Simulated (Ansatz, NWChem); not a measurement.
# BClF2 (chlorodifluoroborane): from total energies to a heat of formation

BClF2 has 4 atoms, charge 0, and is taken as a singlet. As SMILES, `FB(F)Cl`. Geometry: relaxed at PBE0-D4/def2-TZVP.

Total energies at MP2/aug-cc-pVDZ, 8 core orbitals frozen (NWChem 7.3.0); the atoms run unrestricted:

| species | state | energy (Eh) |
| --- | --- | --- |
| BClF2 | singlet | -683.884611 |
| F | doublet | -99.535699 |
| B | doublet | -24.567644 |
| Cl | doublet | -459.592150 |

Harmonic wavenumbers at PBE0-D4/def2-TZVP, in cm⁻¹: 341, 424, 603, 701, 1261, 1458.

Measured heats of formation of the gaseous atoms at 298.15 K, in kJ/mol: F 79.4, B 570.3, Cl 121.3. Spin-orbit lowering of the atoms at 298 K (mean of the ground term's levels less their thermal mean, from spectra), in kJ/mol: F 1.29, B 0.00, Cl 3.44. Take 1 Eh = 2625.50 kJ/mol, 1 cm⁻¹ = 0.0119627 kJ/mol, RT = 2.479 kJ/mol.

Question: What heat of formation follows?

Answer: 
1. Electronic atomisation energy: 2 × (-99.535699) + (-24.567644) + (-459.592150) − (-683.884611) = 0.653419 Eh = 1715.6 kJ/mol.
2. Zero-point energy: half the sum of the wavenumbers, 2394 cm⁻¹ = 28.6 kJ/mol.
3. Thermal vibrational enthalpy, Σ hcν̃/(exp(hcν̃/kT) − 1): 2.5 kJ/mol. Translation, rotation and pV of a non-linear molecule: 4 RT = 9.9 kJ/mol.
4. The 4 free atoms carry 5/2 RT each: 24.8 kJ/mol.
5. Spin-orbit coupling lowers the free atoms by 2 × 1.29 + 0.00 + 3.44 = 6.0 kJ/mol.
6. Atomisation enthalpy at 298 K: 1715.6 − 6.0 − 28.6 − 2.5 − 9.9 + 24.8 = 1693.4 kJ/mol.
7. Sum of the atoms' heats of formation: 850.4 kJ/mol. Heat of formation: 850.4 − 1693.4 = -843.0 kJ/mol.

No measured value is set beside it here. Anharmonicity and any spin-orbit splitting of the molecule are left out, and so is core correlation.
